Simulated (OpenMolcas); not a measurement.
## Ni2+: moving or changing the point charges

Ni2+ among 8 point charges of -1.6 e arranged as a cube (Oh), 2.04 Å from the ion.
```
   1.1778    1.1778    1.1778  -1.60
   1.1778    1.1778   -1.1778  -1.60
   1.1778   -1.1778    1.1778  -1.60
   1.1778   -1.1778   -1.1778  -1.60
  -1.1778    1.1778    1.1778  -1.60
  -1.1778    1.1778   -1.1778  -1.60
  -1.1778   -1.1778    1.1778  -1.60
  -1.1778   -1.1778   -1.1778  -1.60
```

| Property | Result |
| --- | --- |
| Program | OpenMolcas 26.06 |
| Method | CASSCF |
| Basis | ANO-RCC-VDZP [5s4p2d1f] |
| Scalar Hamiltonian | DKH2, point nucleus |
| Active space | 8 electrons in 5 orbitals (3d) |
| State averaging | 2S+1 = 3 even, 10 roots; 2S+1 = 1 even, 15 roots |
| Spin-orbit coupling | RASSI with atomic mean-field integrals over the reference wave functions |

Runs around this geometry, states (labels of O, the rotations of Oh). Energies in cm-1 above the lowest state or level, χT in cm3 K/mol; under a threefold ground state the first gap can be a small split of the lowest multiplet, not the spin-orbit step; 10Dq and B are least-squares fits to the states below 45000 cm-1, weighted by degeneracy, with a free offset, and given where the rms deviation is under 5 % of |10Dq| (or 100 cm-1) and under 700 cm-1; 10Dq is negative for this site.

| R (Å) | q (e) | Ground state | First state of that spin | 10Dq | B (rms of fit) | First gap with spin-orbit (degeneracies) | χT at 300 K | First state of another spin |
| --- | --- | --- | --- | --- | --- | --- | --- | --- |
| 2.04 | -0.8 | 3T1 | 3T2 1221 | -1462 | 1289 (33) | 273.6 (1, 3) | 3.157 | 1T2 16493 |
| 1.93 | -1.6 | 3T1 | 3T2 3189 | -3718 | 1282 (95) | 399.1 (1, 3) | 2.539 | 1T2 17180 |
| 2.04 | -1.6 | 3T1 | 3T2 2491 | -2930 | 1285 (72) | 371.8 (1, 3) | 2.682 | 1T2 16966 |
| 2.23 | -1.6 | 3T1 | 3T2 1663 | -1978 | 1288 (47) | 318.8 (1, 3) | 2.945 | 1T2 16676 |

Taking |10Dq| as R^-n, n = -ln(1978 / 3718) / ln(2.23 / 1.93) = 4.4 between the shortest and longest distance. The point-charge formula for a cubic d site gives n = 5.

Scaling the charges by -0.8 / -1.6 = 0.50 scales |10Dq| by 1462 / 2930 = 0.50; with fixed orbitals a first-order splitting would follow the charge.

An orbital triplet at a regular site is open to Jahn-Teller coupling, which can distort the site and quench the lowest spin-orbit gaps and is left out. Without dynamic correlation the repulsion within the d shell is too large (B by tens of per cent), so at a given field states of lower spin stand too high. The ground term spreads over less than 5000 cm-1, several times less than with real ligands, so orbital moments are less quenched and χT lies further from the spin-only value than at real sites (holds for R = 2.04, q = -0.8; R = 2.23, q = -1.6). Point charges carry no covalency, so the field is a model and not that of real ligands. No measured value stands beside these numbers.
